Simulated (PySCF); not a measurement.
One molecule, one basis, several functionals.

Species: C2H6N2Si.
InChI=1S/C2H6N2Si/c1-2-5(3)4/h1,5H,3-4H2

Torsions of this conformer, `[CH:1]#[C:2][SiH:3]([NH2:4])[NH2:5]`: H–N4–Si3–C2 -59°, H–N4–Si3–C2 85°, H–N5–Si3–C2 -28°, H–N5–Si3–C2 -177°.

PySCF, pcSseg-2 basis, density fitting, gas phase, PBE0-D3(BJ)/def2-SVP geometry. One functional is left out:

| functional | exact exchange (%) | HOMO energy (eV) | LUMO energy (eV) | dipole moment (D) |
| --- | --- | --- | --- | --- |
| B97-D | 0 | -6.07 | -0.78 | 0.546 |
| BLYP | 0 | -5.96 | -0.77 | 0.537 |
| BP86 | 0 | -6.18 | -0.97 | 0.555 |
| LDA | 0 | -6.21 | -1.13 | 0.543 |
| OPBE | 0 | -6.03 | -0.76 | 0.611 |
| PBE | 0 | -6.08 | -0.91 | 0.566 |
| B97-2 | 21 | -7.21 | 0.00 | 0.490 |
| PBE0 | 25 | -7.48 | 0.01 | 0.488 |
| mPW1PW91 | 25 | -7.51 | 0.01 | 0.487 |
| BHandHLYP | 50 | -8.77 | 0.89 | 0.409 |

Task: Predict the row of B3LYP (20 % exact exchange) by straight lines through the other rows, and check it.

Result: 
| property | line | computed | computed − line | B97-2 (21 %), for comparison |
| --- | --- | --- | --- | --- |
| HOMO energy (eV) | -7.18 | -7.24 | -0.06 | -7.21 |
| LUMO energy (eV) | -0.16 | -0.21 | -0.05 | 0.00 |
| dipole moment (D) | 0.499 | 0.474 | -0.025 | 0.490 |

Task: Which of these properties follows the share of exact exchange most closely, and which least?

Result: Most closely the HOMO energy, least the dipole moment; the correlations over the tabulated rows are HOMO energy -0.997, LUMO energy 0.983, dipole moment -0.932. The HOMO energy moves by -0.542 eV for every 10 %. Functionals with the same share still differ in their other parts: at 0 % BLYP and LDA differ by 0.25 eV in it.
